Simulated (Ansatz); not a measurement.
Abridged output of a molecular run in Ansatz:

```
Functional definition: HF
  name "HF"
  cite "Fock, Z. Phys. 61, 126 (1930) doi:10.1007/BF01340294"
  parent pbe
  exchange = exact_x
  correlation = 0
969 factors; integrals over basis functions are off by at most 1.3e-3 eV
mean field evaluation 1: about -127190.5177 eV, gradient 1.6e1 eV
mean field evaluation 2: about -127190.5317 eV, gradient 1.6e1 eV
mean field evaluation 4: about -127191.6321 eV, gradient 2.6e0 eV
mean field evaluation 8: about -127191.6499 eV, gradient 1.0e-1 eV
mean field evaluation 16: about -127191.6315 eV, gradient 4.3e-1 eV
mean field -127191.64998124 eV, -4674.2069232137 hartree, gradient 4.8e-6 eV, S^2 0.000000; 0 other end points of the search recorded, 0 dependent functions left out
19 core orbitals not correlated: weight in the atoms' cores, before any rotation towards them, 1.000 or more for the frozen orbitals, at most 0.000 for the correlated occupied ones
reference -127191.64998124 eV, -4674.2069232137 hartree; 19, 19 occupied and 60, 60 virtual orbitals, 969 factors
second order -14.71423598 eV of doubles, -0.00000000 eV of singles
cycle   1  -14.91442003 eV  change   -2.0e-1 eV  update   8.4e-2
cycle   2  -15.37891418 eV  change   -4.6e-1 eV  update   2.5e-2
cycle   3  -15.41698252 eV  change   -3.8e-2 eV  update   1.1e-2
cycle   4  -15.40974757 eV  change    7.2e-3 eV  update   3.0e-3
cycle   5  -15.41097643 eV  change   -1.2e-3 eV  update   1.2e-3
cycle   6  -15.41062611 eV  change    3.5e-4 eV  update   4.6e-4
cycle   7  -15.41046208 eV  change    1.6e-4 eV  update   1.7e-4
cycle   8  -15.41052735 eV  change   -6.5e-5 eV  update   6.8e-5
cycle   9  -15.41056152 eV  change   -3.4e-5 eV  update   2.5e-5
perturbative correction -0.37712203 eV, -0.0138589788 hartree
Total energy: -127207.43766478 eV, -4674.7871098825 hartree
```

Its atoms:

Z-matrix (Å, degrees):
```
Ge
Br 1 2.323
B 1 2.054 2 111.2
H 1 1.539 2 105.7 3 122.6
H 1 1.539 2 105.7 3 -122.5
H 3 1.191 1 121.7 2 -0.6
H 3 1.195 1 118.5 2 179.4
```

(1) Which basis set was used?
A. def2-TZVPP
B. def2-QZVPP
C. def2-TZVPPD
D. def2-SVP

(2) Write the keys of the input that set method, charge and spin (a neutral closed shell needs none for the last two).

Answers

(1) D. It gives 98 functions.

(2) 
```yaml
correlation: {method: ccsd_t}
```
